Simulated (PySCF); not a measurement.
A structure optimised at PBE-D3(BJ)/def2-SVP, used in a PySCF frequency run:

```xyz
10

O      1.1447    -2.1944     0.0000
C      0.5248    -0.9931     0.0000
C      1.1560     0.2344     0.0000
C      0.1990     1.2966     0.0000
F      0.5790     2.5821     0.0000
C     -1.1221     0.9071     0.0000
S     -1.2262    -0.8341     0.0000
H      0.4824    -2.9098     0.0000
H      2.2435     0.3710     0.0000
H     -2.0214     1.5306     0.0000
```

Write its SMILES, formula and point group.

Oc1cc(F)cs1, C₄H₃FOS, Cs

What are its rotational constants (standard atomic weights)?

4.2202, 1.8069, 1.2652 GHz
